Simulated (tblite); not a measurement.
C₈H₁₃P.
Structure used (GFN2-xTB), in Å, numbered top down from 1:
```
atom  x, y, z in Å
C1     4.6227    0.1548    0.7539
C2     3.2218   -0.1081    0.9931
C3     2.0375   -0.2994    1.1299
P4     0.3745   -0.6463    1.5827
C5    -0.4772   -0.1349    0.2175
C6     0.1298    0.4605   -1.0103
C7    -1.9773   -0.2775    0.2730
C8    -2.4706   -1.3631   -0.6884
C9    -2.6779    1.0511   -0.0164
H10    5.0123   -0.5355    0.0052
H11    5.1867    0.0276    1.6779
H12    4.7570    1.1756    0.3944
H13   -0.3544    0.0810   -1.9088
H14    1.1940    0.2403   -1.0615
H15    0.0103    1.5457   -1.0013
H16   -2.2460   -0.5913    1.2904
H17   -1.9687   -2.3065   -0.4833
H18   -2.2787   -1.0860   -1.7225
H19   -3.5421   -1.5084   -0.5688
H20   -3.7493    0.9505    0.1419
H21   -2.3036    1.8296    0.6452
H22   -2.5114    1.3599   -1.0456
```

Computed with GFN2-xTB (tblite): harmonic, unscaled wavenumbers at the GFN2-xTB geometry, gas phase. This tight-binding method is rough: wavenumbers can miss measured ones by several per cent, in bad cases by 10 to 20. One conformer, not necessarily the lowest. The optimisation stopped once no atom felt more than 0.01 eV/Å.

Lowest wavenumbers of the output (negative numbers stand for imaginary wavenumbers):
```
mode    cm-1
  1     -28.1
  2      43.2
  3      56.6
  4      65.0
  5     100.7
  6     177.0
  7     213.3
  8     215.4
```

Question: Is this structure a minimum?

Answer: Not by this Hessian. 1 mode is imaginary beyond 20i (28i cm⁻¹), so at this level the point lies at or near a first-order saddle. The curvature is small, so loose convergence or finite differences may be the whole cause.

Question: Which atoms move in the imaginary mode?

Answer: 28i: H11 (methyl hydrogen) 33 %, H12 (methyl hydrogen) 33 %, H10 (methyl hydrogen) 32 %. These are shares of the mass-weighted motion.

Question: What is the remedy?

Answer: Step along that mode in both directions, optimise again with tighter thresholds and repeat the frequencies. The zero-point energy of this point (115.2 kcal/mol) counts the 59 real modes alone, and thermal corrections from it aren't those of a minimum.
